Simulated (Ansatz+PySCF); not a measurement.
The numbers below are computed, except where a source is named.
Input for Ansatz (development build ahead of 0.2.0):

```yaml
crystal:
  periodic: [false, false, false]
  atoms:
    - { symbol: Li, position_ang: [1.10787, 0.0376, -0.03281] }
    - { symbol: Li, position_ang: [-1.10992, 0.03289, -0.0373] }
    - { symbol: F, position_ang: [0.01669, 1.31384, 0.04204] }
    - { symbol: F, position_ang: [0.00388, -1.30516, -0.04823] }
basis:
  gaussian: { orbitals: def2-SVP }
hamiltonian:
  xc: { name: wB97X }
scf:
  omitted_lower_state_checks: [starts, atomic_configurations, cluster_reference, orbital_swaps, given_window_search, neighbouring_geometries, increment]
output:
  forces: true
```

The input is written out in the form of the current development build from the run's settings.

The run gave:

```
Converged                       : yes
Total energy                    : -214.71881 hartree
Spin squared of the determinant : 0.000
Stability test                  : minimum among restricted orbitals
```

Forces (eV/Å):
```csv
atom,Fx,Fy,Fz
Li1,0.128,-0.344,0.042
Li2,0.040,-0.216,0.050
F3,-0.139,0.138,-0.045
F4,-0.030,0.421,-0.047
```
